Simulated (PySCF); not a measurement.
SbF⁺ at r²SCAN

Computed with r²SCAN; Sb aug-cc-pVDZ-PP with ECP28, F aug-cc-pVDZ; scalar-relativistic core potentials (PySCF 2.14).

For SbF⁺, the state is ²Π (doublet), unpaired electrons π ↑ and the bond length is 188.4 pm. The harmonic wavenumber is 699 cm⁻¹. The force constant is 4.73 mdyn/Å. The rotational constant Be is 0.2894 cm⁻¹, the anharmonicity ωexe is 2.67 cm⁻¹ and the vibration–rotation constant αe is 0.00159 cm⁻¹. The well depth De to Sb⁺ + F is 418 kJ/mol, the dissociation energy D0 is 413 kJ/mol and the bond order (Mayer) is 0.82. The dipole moment (positive dipole points towards F; it is taken about the centre of mass and depends on that origin) is -2.74 D.

These are scalar-relativistic numbers at best; spin–orbit coupling would shift them, the dissociation energy most. For an ion De counts to the pair picked by the measured ionisation energies or electron affinities, which need not be the lowest pair at this level. The state was picked by a PBE0 search and need not be the measured ground state.
